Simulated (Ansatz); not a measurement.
One change: `C[O][Zr]1234([OH])([N](C)C)[C@H]5[C@@H]1[C@@H]2[C@@H]3[C@H]54` becomes `C[O][Ti]1234([OH])([N](C)C)[C@H]5[C@@H]1[C@@H]2[C@@H]3[C@H]54`.

Ansatz, PBE0-D4/def2-TZVP geometries, multiplicity 1. Each molecule was computed in one conformer, which needn't be the lowest.

Elements past krypton have def2 core potentials. Scalar relativity is left out up to krypton.

```csv
property,`C[O][Zr]1234([OH])([N](C)C)[C@H]5[C@@H]1[C@@H]2[C@@H]3[C@H]54`
HOMO energy (ωB97M-V/def2-TZVPP) / eV,-7.94
HOMO energy (B3LYP/def2-TZVPP) / eV,-5.57
LUMO energy (PBE0/def2-TZVPP) / eV,-0.04
size of the dipole moment (ωB97M-V/def2-TZVPP) / D,1.38
size of the dipole moment (PBE/def2-TZVPP) / D,1.01
HOMO–LUMO gap (PBE0/def2-TZVPP) / eV,5.71
```

(1) What does the change do to each property? (Estimate.)

Results:

(1) The calculation gave: 
```tsv
property	`C[O][Ti]1234([OH])([N](C)C)[C@H]5[C@@H]1[C@@H]2[C@@H]3[C@H]54`	shift
HOMO energy (ωB97M-V/def2-TZVPP) / eV	-8.26	-0.32
HOMO energy (B3LYP/def2-TZVPP) / eV	-5.91	-0.34
LUMO energy (PBE0/def2-TZVPP) / eV	-1.14	-1.10
size of the dipole moment (ωB97M-V/def2-TZVPP) / D	1.69	0.31
size of the dipole moment (PBE/def2-TZVPP) / D	2.00	0.99
HOMO–LUMO gap (PBE0/def2-TZVPP) / eV	4.95	-0.76
```

With PBE0 the HOMO falls by 0.34 eV and the LUMO falls by 1.10 eV, so the gap narrows by about 0.76 eV. PBE moves the HOMO by -0.38 eV and ωB97M-V by -0.32 eV. Dipoles are sizes alone; their direction can turn.

B3LYP here is the variant with VWN-RPA as its local correlation; programs differ in this.

Positive LUMOs are unbound, so they and the gaps depend on the basis.
